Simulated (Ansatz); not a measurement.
**Question.** Name a neutral molecule of B, F, O and H with HOMO energy (PBE/def2-TZVPP) between -8.75 and -8.45 eV and HOMO energy (B3LYP/def2-TZVPP) between -10.55 and -10.25 eV (Ansatz, PBE0-D4/def2-TZVP geometry).

**Answer.** `[OH2+][B-](F)(F)F` (-8.68 eV, -10.55 eV). Other molecules can fit too; these were computed, each in one conformer that needn't be the lowest.

B3LYP here is the variant with VWN-RPA as its local correlation; programs differ in this.
